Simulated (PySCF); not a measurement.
These are PBE-D3(BJ)/def2-TZVP // PBE0-D4/def2-TZVP run with PySCF 2.14.0 values and carry that method's errors. Isolated molecules, 0 K electronic values unless said otherwise. One relaxed conformer stands for a flexible species; it need not be the lowest. 

Reference species (SMILES): `O[SiH3]` (neutral, multiplicity 1).

```json
{
  "HOMO": "-7.21 eV",
  "HOMO–LUMO gap": "6.38 eV"
}
```

Changed species: `O[SiH2]Br` (H–O–Si–Br torsion 58°) (X = bromo; the reference has X = H).

Q: Give the shifts of the HOMO and HOMO–LUMO gap.

A: the HOMO goes up by 0.09 eV, to -7.12 eV; the HOMO–LUMO gap falls by 0.06 eV, to 6.32 eV.
